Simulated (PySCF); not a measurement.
**Dipole response of V¹⁶⁺ (vanadium, charge +16)**

[He] 2s2 2p3, high-spin 4S determinant. Computed with PySCF 2.14 in an even-tempered Gaussian basis (17 s from 3.1 bohr⁻², ratio 2.5; 10 p from 4 bohr⁻², ratio 2.5; 5 d from 18 bohr⁻², ratio 2.7; 5 f from 27 bohr⁻², ratio 2.7), with the spin-free X2C one-electron Hamiltonian (Gaussian nucleus). Coupled (time-dependent) response in atomic units; α is the mean over directions.

| method | mean α (bohr³) | C₆ (like pair) | S(−4) |
| --- | --- | --- | --- |
| UHF | 0.01782 | 0.001178 | 0.001721 |
| PBE0 | 0.01711 | 0.001139 | 0.001549 |

S(−4) is the Cauchy moment in α(ω) = α(0) + S(−4) ω² + …

α(iu) at PBE0:

```
u (hartree)  α(iu) (bohr³)
          0        0.01711
      0.500        0.01673
       1.00        0.01572
       2.00        0.01284
       3.00        0.01018
       4.00       0.008255
       5.00       0.006937
       7.50       0.005143
       10.0       0.004294
       15.0       0.003447
       25.0       0.002546
```

A single London oscillator, α(iu) = α/(1 + u²/ω²), gives C₆ = (3/4) ω α². Matching the computed C₆ needs ω = 4 × 0.001139 / (3 × 0.01711²) = 5.19 hartree.

For an ion, C₆ is the dispersion term alone; charge-induced terms of lower order in 1/R come first.
